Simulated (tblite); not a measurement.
A geometry optimisation, step by step.

Compound: C₅H₃OP.
Bonds: P1–C2 (triple), C2–C3, C3–C4 (aromatic), C4–C5 (aromatic), C5–C6 (aromatic), C6–O7 (aromatic), C3–O7 (aromatic). Hydrogens: H8 on C4; H9 on C5; H10 on C6.

Computed with GFN2-xTB (tblite), gas phase: L-BFGS steps from a force-field or distance-geometry start until the largest atomic force falls under 0.01 eV/Å. 13 of its 25 geometries are shown.

Step 0: E = -509.9278 eV, largest atomic force 2.576 eV/Å
```
atom  x, y, z in Å  |  force x, y, z in eV/Å
P1      3.700   -0.513    0.270    0.066   0.034  -0.012
C2      2.153   -0.372    0.164   -1.292  -0.249   0.031
C3      0.739   -0.256    0.086    1.951   1.645  -0.354
C4      0.042    0.919   -0.193    0.913   0.247   0.121
C5     -1.292    0.559   -0.167   -1.064  -0.095  -0.136
C6     -1.334   -0.794    0.096   -1.036   1.096  -0.214
O7     -0.106   -1.247    0.243   -0.132  -2.015   0.418
H8      0.465    1.899   -0.361   -0.083  -0.321   0.035
H9     -2.131    1.210   -0.345    0.081  -0.155   0.056
H10    -2.226   -1.400    0.185    0.595  -0.187   0.055
```

Step 2: E = -510.0338 eV, largest atomic force 1.006 eV/Å
```
atom  x, y, z in Å  |  force x, y, z in eV/Å
P1      3.688   -0.511    0.269    0.643  -0.051   0.035
C2      2.147   -0.380    0.166   -1.001  -0.100  -0.003
C3      0.763   -0.230    0.079    0.042  -0.286   0.004
C4      0.054    0.920   -0.190   -0.022   0.084   0.050
C5     -1.304    0.558   -0.170    0.041   0.181  -0.092
C6     -1.349   -0.775    0.092    0.139  -0.038   0.043
O7     -0.109   -1.276    0.249   -0.012   0.361  -0.065
H8      0.464    1.895   -0.361    0.035  -0.012  -0.012
H9     -2.132    1.209   -0.344   -0.137   0.056  -0.005
H10    -2.213   -1.406    0.186    0.273  -0.197   0.045
```

Step 4: E = -510.0477 eV, largest atomic force 0.286 eV/Å
```
atom  x, y, z in Å  |  force x, y, z in eV/Å
P1      3.691   -0.511    0.269   -0.186   0.015  -0.017
C2      2.137   -0.387    0.168    0.086  -0.173   0.054
C3      0.760   -0.235    0.078   -0.039   0.100  -0.038
C4      0.054    0.923   -0.188   -0.001   0.000   0.023
C5     -1.304    0.564   -0.173   -0.024   0.046  -0.030
C6     -1.345   -0.773    0.093   -0.034   0.138  -0.018
O7     -0.110   -1.268    0.248   -0.026  -0.027   0.005
H8      0.465    1.895   -0.361    0.063   0.031  -0.013
H9     -2.137    1.211   -0.344   -0.071   0.033  -0.002
H10    -2.203   -1.413    0.188    0.232  -0.163   0.038
```

Step 6: E = -510.0581 eV, largest atomic force 0.165 eV/Å
```
atom  x, y, z in Å  |  force x, y, z in eV/Å
P1      3.682   -0.511    0.268   -0.096  -0.021  -0.001
C2      2.127   -0.408    0.174    0.160  -0.040   0.010
C3      0.757   -0.234    0.075   -0.043   0.139   0.025
C4      0.055    0.929   -0.184   -0.064  -0.021  -0.061
C5     -1.306    0.575   -0.180    0.006  -0.074   0.069
C6     -1.345   -0.762    0.093   -0.041   0.027  -0.033
O7     -0.113   -1.261    0.247   -0.018  -0.045  -0.003
H8      0.472    1.896   -0.363    0.076   0.080  -0.011
H9     -2.148    1.216   -0.344    0.016   0.030  -0.008
H10    -2.172   -1.435    0.193    0.005  -0.076   0.014
```

Step 8: E = -510.0596 eV, largest atomic force 0.088 eV/Å
```
atom  x, y, z in Å  |  force x, y, z in eV/Å
P1      3.680   -0.512    0.268    0.064  -0.039   0.010
C2      2.128   -0.412    0.175   -0.083   0.028  -0.011
C3      0.756   -0.230    0.075    0.013  -0.001   0.024
C4      0.053    0.931   -0.187   -0.015   0.032  -0.033
C5     -1.308    0.575   -0.178   -0.002  -0.023   0.028
C6     -1.346   -0.761    0.092    0.011  -0.023  -0.008
O7     -0.114   -1.260    0.246    0.021   0.046  -0.010
H8      0.476    1.898   -0.363    0.014   0.009  -0.002
H9     -2.149    1.217   -0.345    0.011   0.021  -0.003
H10    -2.167   -1.442    0.194   -0.033  -0.049   0.006
```

Step 10: E = -510.0600 eV, largest atomic force 0.038 eV/Å
```
atom  x, y, z in Å  |  force x, y, z in eV/Å
P1      3.680   -0.514    0.268   -0.004  -0.035   0.005
C2      2.127   -0.412    0.175   -0.018   0.033  -0.003
C3      0.755   -0.227    0.077    0.009  -0.006  -0.009
C4      0.052    0.932   -0.189    0.001   0.012   0.012
C5     -1.309    0.575   -0.176    0.002  -0.006  -0.010
C6     -1.347   -0.763    0.091    0.011   0.008   0.002
O7     -0.113   -1.258    0.246    0.014   0.012   0.004
H8      0.478    1.900   -0.364   -0.019  -0.014  -0.003
H9     -2.147    1.219   -0.345   -0.002   0.009   0.002
H10    -2.167   -1.446    0.195    0.006  -0.013   0.000
```

Step 12: E = -510.0603 eV, largest atomic force 0.064 eV/Å
```
atom  x, y, z in Å  |  force x, y, z in eV/Å
P1      3.680   -0.518    0.269   -0.041  -0.028   0.002
C2      2.126   -0.409    0.175    0.062   0.015   0.003
C3      0.756   -0.226    0.077   -0.011   0.019  -0.012
C4      0.052    0.933   -0.189   -0.012  -0.006   0.012
C5     -1.310    0.574   -0.176   -0.005  -0.009  -0.009
C6     -1.347   -0.764    0.091    0.000   0.018   0.003
O7     -0.112   -1.257    0.246   -0.010  -0.027   0.007
H8      0.477    1.900   -0.364   -0.015   0.010  -0.006
H9     -2.147    1.220   -0.345   -0.001  -0.004   0.004
H10    -2.166   -1.449    0.195    0.034   0.013  -0.004
```

Step 14: E = -510.0607 eV, largest atomic force 0.063 eV/Å
```
atom  x, y, z in Å  |  force x, y, z in eV/Å
P1      3.678   -0.529    0.270   -0.014  -0.019   0.003
C2      2.126   -0.403    0.174    0.061  -0.014   0.004
C3      0.755   -0.223    0.075   -0.011   0.017   0.007
C4      0.050    0.935   -0.189   -0.013  -0.005  -0.009
C5     -1.311    0.574   -0.177   -0.009  -0.003   0.005
C6     -1.345   -0.764    0.092    0.000   0.011   0.001
O7     -0.110   -1.255    0.246   -0.016  -0.028  -0.001
H8      0.475    1.901   -0.365   -0.014   0.034  -0.006
H9     -2.147    1.222   -0.344   -0.013  -0.021   0.002
H10    -2.162   -1.454    0.195    0.030   0.028  -0.006
```

Step 16: E = -510.0609 eV, largest atomic force 0.035 eV/Å
```
atom  x, y, z in Å  |  force x, y, z in eV/Å
P1      3.677   -0.538    0.272    0.028  -0.016   0.005
C2      2.127   -0.399    0.174   -0.018  -0.023   0.000
C3      0.755   -0.220    0.075    0.014   0.001   0.013
C4      0.048    0.936   -0.189    0.008   0.010  -0.016
C5     -1.312    0.574   -0.177    0.004   0.010   0.010
C6     -1.344   -0.764    0.092    0.009  -0.002  -0.001
O7     -0.109   -1.254    0.246    0.012   0.017  -0.008
H8      0.472    1.903   -0.367   -0.021   0.018  -0.001
H9     -2.147    1.222   -0.344   -0.025  -0.024  -0.001
H10    -2.158   -1.455    0.195   -0.011   0.009  -0.002
```

Step 18: E = -510.0613 eV, largest atomic force 0.065 eV/Å
```
atom  x, y, z in Å  |  force x, y, z in eV/Å
P1      3.677   -0.552    0.274    0.023  -0.009   0.003
C2      2.129   -0.396    0.174   -0.061  -0.021   0.000
C3      0.757   -0.216    0.076    0.031  -0.001  -0.008
C4      0.046    0.939   -0.190    0.023   0.023   0.001
C5     -1.314    0.574   -0.177    0.019   0.010   0.000
C6     -1.342   -0.763    0.092    0.011  -0.010  -0.003
O7     -0.106   -1.252    0.246    0.037   0.053  -0.002
H8      0.465    1.908   -0.369   -0.018  -0.009   0.004
H9     -2.151    1.220   -0.343   -0.019  -0.022   0.000
H10    -2.152   -1.456    0.195   -0.046  -0.015   0.004
```

Step 20: E = -510.0617 eV, largest atomic force 0.035 eV/Å
```
atom  x, y, z in Å  |  force x, y, z in eV/Å
P1      3.677   -0.570    0.277   -0.020   0.001   0.000
C2      2.131   -0.394    0.174   -0.015  -0.011   0.002
C3      0.759   -0.209    0.076    0.008   0.014  -0.031
C4      0.044    0.943   -0.192    0.005   0.017   0.021
C5     -1.314    0.574   -0.176    0.013  -0.010  -0.012
C6     -1.339   -0.763    0.093    0.002  -0.007  -0.002
O7     -0.101   -1.248    0.245    0.019   0.024   0.010
H8      0.456    1.915   -0.371    0.005  -0.005   0.004
H9     -2.157    1.215   -0.342    0.008  -0.017   0.002
H10    -2.148   -1.458    0.194   -0.024  -0.006   0.006
```

Step 22: E = -510.0619 eV, largest atomic force 0.017 eV/Å
```
atom  x, y, z in Å  |  force x, y, z in eV/Å
P1      3.676   -0.575    0.278   -0.013   0.000   0.001
C2      2.131   -0.394    0.174    0.010  -0.001  -0.001
C3      0.760   -0.207    0.075   -0.010   0.007  -0.011
C4      0.044    0.945   -0.192   -0.008   0.005   0.008
C5     -1.314    0.574   -0.176   -0.001  -0.010  -0.006
C6     -1.338   -0.764    0.092    0.001  -0.003   0.001
O7     -0.099   -1.246    0.246   -0.005  -0.011   0.004
H8      0.455    1.917   -0.371    0.012   0.012   0.002
H9     -2.158    1.213   -0.342    0.008  -0.008  -0.001
H10    -2.148   -1.459    0.194    0.007   0.009   0.004
```

Step 24: E = -510.0619 eV, largest atomic force 0.007 eV/Å
```
atom  x, y, z in Å  |  force x, y, z in eV/Å
P1      3.676   -0.576    0.278   -0.002  -0.001   0.001
C2      2.131   -0.394    0.174   -0.001   0.003  -0.004
C3      0.760   -0.206    0.074   -0.003  -0.002   0.004
C4      0.044    0.946   -0.191    0.000   0.000  -0.003
C5     -1.314    0.574   -0.176   -0.001   0.000   0.000
C6     -1.337   -0.764    0.092    0.002   0.000   0.000
O7     -0.099   -1.246    0.246   -0.001  -0.005  -0.003
H8      0.455    1.918   -0.371    0.004   0.004   0.004
H9     -2.158    1.212   -0.342   -0.003  -0.003  -0.003
H10    -2.148   -1.459    0.194    0.003   0.004   0.004
```

**Question.** Summarise the path.

**Answer.** The energy falls by 3.09 kcal/mol from step 0 to step 24; nine tenths of that is first reached at step 5. It falls at every step. The largest force goes from 2.576 to 0.007 eV/Å. Among the bonds C3–O7 changes most, from 1.311 to 1.359 Å; the atoms move by 0.047 Å rms after alignment.

**Question.** Follow the three bonds and two angles with the largest change from start to end.

**Answer.** 
```
step  E above end (kcal/mol)  largest force (eV/Å)  C3–O7 (Å)  C2–C3 (Å)  C4–C5 (Å)  O7–C6–H10 (°)  C5–C6–H10 (°)
   0                    3.09                 2.576      1.311      1.421      1.382          124.5          126.2
   1                    0.89                 1.316      1.371      1.378      1.410          121.4          127.7
   2                    0.65                 1.006      1.373      1.395      1.406          120.8          128.2
   3                    0.45                 0.335      1.366      1.390      1.403          120.9          128.3
   4                    0.33                 0.286      1.361      1.388      1.405          120.4          128.7
   5                    0.14                 0.382      1.356      1.384      1.405          118.6          130.2
   6                    0.09                 0.165      1.357      1.385      1.407          117.8          131.0
   7                    0.06                 0.075      1.358      1.386      1.407          117.3          131.4
   8                    0.05                 0.088      1.359      1.387      1.407          117.2          131.5
   9                    0.05                 0.083      1.359      1.388      1.408          117.2          131.6
  10                    0.04                 0.038      1.359      1.387      1.408          117.3          131.6
  11                    0.04                 0.041      1.358      1.387      1.408          117.3          131.7
  13                    0.03                 0.080      1.358      1.386      1.408          117.2          131.8
  14                    0.03                 0.063      1.358      1.386      1.407          117.1          131.9
  15                    0.03                 0.034      1.358      1.386      1.407          117.0          132.0
  16                    0.02                 0.035      1.359      1.387      1.407          116.9          132.0
  17                    0.02                 0.053      1.359      1.387      1.407          116.9          132.0
  18                    0.01                 0.065      1.360      1.388      1.408          116.8          132.0
  19                    0.01                 0.060      1.360      1.388      1.408          116.9          131.9
  20                    0.00                 0.035      1.359      1.388      1.408          116.9          131.9
  21                    0.00                 0.027      1.359      1.387      1.408          117.0          131.9
  22                    0.00                 0.017      1.359      1.387      1.408          117.1          131.8
  23                    0.00                 0.012      1.359      1.387      1.408          117.1          131.8
  24                    0.00                 0.007      1.359      1.387      1.408          117.1          131.8
```
